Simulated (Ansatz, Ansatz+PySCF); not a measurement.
```yaml
atoms:
  - { symbol: Al, position_ang: [0.0000, 0.0000, 0.0000] }
  - { symbol: S, position_ang: [0.0000, 0.0000, 2.1305] }
```

Basis set: def2-SVP (spherical functions). Frozen core: 10 orbitals. Correlation on ROHF uses semicanonical orbitals with singles. Charge 0, multiplicity 2.

Computed with Ansatz (development build ahead of 0.2.0); each method stands on the lowest determinant of its kind that the runs found.

(1) Give the atomization energy at this shape (free ground-state atoms in the same class of orbitals less the molecule, no zero-point energy) of doublet AlS by ROHF-MP2, ROHF, UHF.

Answers

(1)

```csv
method,atomization energy
ROHF-MP2,305.1 kJ/mol
ROHF,229.8 kJ/mol
UHF,227.2 kJ/mol
```

Caution: the shape is not the minimum. Caution for ROHF-MP2: another reference gives a lower total. Caution for UHF: the unrestricted determinant is spin contaminated.
